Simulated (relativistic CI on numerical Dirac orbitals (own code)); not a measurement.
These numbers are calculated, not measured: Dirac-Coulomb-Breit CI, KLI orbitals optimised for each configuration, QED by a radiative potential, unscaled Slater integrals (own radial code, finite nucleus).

The strongest absorption lines from the ground level of an ion, among the configurations computed and to levels below about 4330 eV (vacuum wavelength in Å, gf): 3.8270 (1.1), 3.8281 (1.8), 3.8283 (1.4), 3.8330 (0.86), 3.8516 (0.81), 3.9849 (1.8), 3.9964 (1.1), 4.0050 (1.9).

(1) Which ion is it?
A. Y³⁰⁺
B. Cd³⁹⁺
C. Rh³⁸⁺
D. Rh³⁶⁺

## Answers

(1) D. Rh³⁶⁺ has 9 electrons and the ground level 2s²2p⁵ ²P°3/2; the strongest line goes to 2s²2p⁴3d ²D5/2. The pattern of lines fixes the number of electrons, and along that sequence the line energies rise steadily with the charge (about as its square where n changes within one kind of shell, about linearly where n is kept but much faster in heavy ions where fine structure, which grows about as Z⁴, sets the gap, and irregularly where shells cross), which fixes Z. Configurations outside the model, such as inner-shell arrays, can give stronger lines. At this charge energies of transitions that change n are usually good to better than 1 %, and those within a shell (Δn = 0) to a few per cent.

LS names give the leading component of a level, which can be under half, so a name can repeat, a term be missing and a line seem to break the LS rules.
